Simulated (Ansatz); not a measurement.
Basis-set series for CH₅ClOSi (`OC[SiH2]Cl`). The species carries charge 0 and has multiplicity 1. Geometry: relaxed with PBE0-D4/def2-TZVP. It is one conformer, not always the lowest.

```json
{"functional": "PBE0-D4", "basis": "def2-SVP", "functions": "89", "energy (Eh)": "-865.34166", "HOMO (eV)": "-7.58", "LUMO (eV)": "0.38"}
{"functional": "PBE0-D4", "basis": "def2-QZVPP", "functions": "404", "energy (Eh)": "-865.77403", "HOMO (eV)": "-7.82", "LUMO (eV)": "-0.22"}
{"functional": "ωB97M-V", "basis": "def2-SVP", "functions": "89", "energy (Eh)": "-865.64275", "HOMO (eV)": "-9.90", "LUMO (eV)": "2.37"}
{"functional": "ωB97M-V", "basis": "def2-QZVPP", "functions": "404", "energy (Eh)": "-866.07768", "HOMO (eV)": "-10.16", "LUMO (eV)": "1.31"}
```

Question: Give the rows for def2-TZVPP. (Best estimate.)

Answer: Ansatz gave: 
```tsv
functional	basis	functions	energy (Eh)	HOMO (eV)	LUMO (eV)
PBE0-D4	def2-TZVPP	216	-865.74368	-7.78	-0.02
ωB97M-V	def2-TZVPP	216	-866.04879	-10.12	1.74
```

Positive LUMOs are unbound and depend on the basis.
